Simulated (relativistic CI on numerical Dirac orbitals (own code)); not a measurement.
# How well does a small relativistic CI reproduce Be+?

Calculated at this level of theory: Dirac-Coulomb-Breit CI, separate exchange-only KLI orbitals for each configuration, a model potential for QED, valence Slater integrals scaled by 0.85, P86 correlation energy added to each configuration (own radial code, finite nucleus).

Configurations in the expansion (outside the closed core 1s2): 2s, 2p, 3s, 3p, 3d, 4s, 4p, 4d, 4f, 5s, 5p, 5g, 5f, 5d. Levels of other configurations are missing.

```
Configuration  Term (tabulated)    J  Measured (cm⁻¹)  Computed  Error  Purity (%)
           2s                2S  1/2              0.0         0      0         100
           2p               2P°  1/2          31928.7     32727    798         100
           2p               2P°  3/2          31935.3     32732    797         100
           3s                2S  1/2          88231.9     88975    743         100
           3p               2P°  1/2          96495.3     97498   1003         100
           3p               2P°  3/2          96497.3     97499   1002         100
           3d                2D  3/2          98054.6     97700   -355         100
           3d                2D  5/2          98055.1     97700   -355         100
           4s                2S  1/2         115464.4    116576   1112         100
           4p               2P°  1/2         118760.5    120039   1279         100
           4p               2P°  3/2         118761.3    120040   1278         100
           4d                2D  3/2         119421.2    120209    788         100
           4d                2D  5/2         119421.4    120209    788         100
           4f               2F°  5/2         119446.6    122387   2941         100
           4f               2F°  7/2         119446.7    122387   2941         100
```

Measured levels from NIST Handbook of Basic Atomic Spectroscopic Data (Sansonetti and Martin, J. Phys. Chem. Ref. Data 34, 1559 (2005)); pairs were made by configuration, J and term (by order where the table uses no LS term), so strongly mixed levels may be paired wrongly.

Mean error by configuration (cm⁻¹): 2p 798; 3s 743; 3p 1002; 3d -355; 4s 1112; 4p 1279; 4d 788; 4f 2941. Over the excited levels the mean absolute error is 1156 cm⁻¹ (14 of the 14 excited levels that our extract of the source holds in range could be paired), and the median relative error of those above 1,000 cm⁻¹ is 1 %.
